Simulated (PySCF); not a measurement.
Sb(F)2(SiH3) (F₂H₃SbSi), SMILES [F][Sb]([F])[SiH3]. Atoms are numbered in the order given.

```xyz
7

Sb    -0.4682     0.3607     0.0000
F     -0.7699    -0.9102     1.4457
F     -0.7699    -0.9102    -1.4457
Si     2.1358    -0.1034     0.0000
H      2.4751    -0.8770    -1.2273
H      2.4751    -0.8770     1.2273
H      2.8852     1.1895     0.0000
```
Charge 0, spin multiplicity 1.

Coordinates come from a B3LYP-D3(BJ)/def2-SVP optimisation. A frequency run showed that this geometry is not a minimum. The def2 effective core potentials stand for the cores of Sb; spin–orbit coupling is left out.

Computed with B3LYP/def2-TZVP run with PySCF.

The molecule is in vacuum.

Computed frontier levels, gap, dipole moment and polarisability:
| Property | Result |
|---|---|
| highest occupied level | -7.29 eV |
| lowest empty level | -2.30 eV |
| orbital gap | 5.00 eV |
| dipole moment | 0.718 e·Å |
| quadrupole, principal values (traceless, Buckingham form, about the centre of nuclear charge) | -3.94, -1.65, 5.59 D·Å |
| mean static polarisability | 69.7 bohr³ (10.33 Å³) |
| polarisability, principal values | 57.4, 59.5, 92.2 bohr³ |
